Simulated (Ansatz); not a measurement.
Calculated with Ansatz (gas phase, PBE0-D4/def2-TZVP geometries, no zero-point term in ΔE). CBS: MP2 limit from def2 TZ/QZ plus the TZ coupled-cluster correction, frozen cores. This one scheme is used for every species. Functionals use def2-TZVPP. For Ge outer-core shells are correlated without core-valence functions, which leaves a few kJ/mol of doubt a bond. Scalar relativity is left out up to krypton. One conformer a species, not always the lowest.

`O[SiH2]C#[C][GeH2][OH]` + `BN` → `NB[SiH2]O` + `C#[C][GeH2][OH]`  (formal exchange of groups at the Si–C bond)

CCSD(T)/CBS gives +73.0 kJ/mol.

Problem. Another level gave +77.2 kJ/mol. Which?
A. MP2/def2-TZVPP
B. B2PLYP/def2-TZVPP
C. r2SCAN/def2-TZVPP
D. PBE0-D4/def2-TZVPP

Solution. B. B2PLYP 77.2, MP2/def2-TZVPP 82.2, PBE0-D4 67.1, r2SCAN 73.1 kJ/mol.

Largest T1 diagnostic among the species: 0.013.

From PBE to PBE0 (25 % exact exchange), in def2-TZVPP and without D4, ΔE moves by +3.2 kJ/mol.
